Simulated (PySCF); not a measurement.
MgH2, SMILES [MgH2]. Atoms are numbered in the order given.

```xyz
3

Mg     0.0000     0.0000     0.0000
H      0.0000     0.0000    -1.7061
H      0.0000     0.0000     1.7061
```
Charge 0, spin multiplicity 1.

The structure is a stationary point at PBE0-D3(BJ)/def2-TZVPD.

The numbers are results of PBE0/pcJ-2 in PySCF, not measurements.

Isotropic couplings with Fermi-contact, spin-dipole and both spin-orbit terms, one fixed conformer, no vibrational averaging. Isotopes: 1H.

Computed spin–spin coupling constants:
```json
[
 {"pair": "H2–H3", "bonds apart": "2", "J (Hz)": "78.4"}
]
```
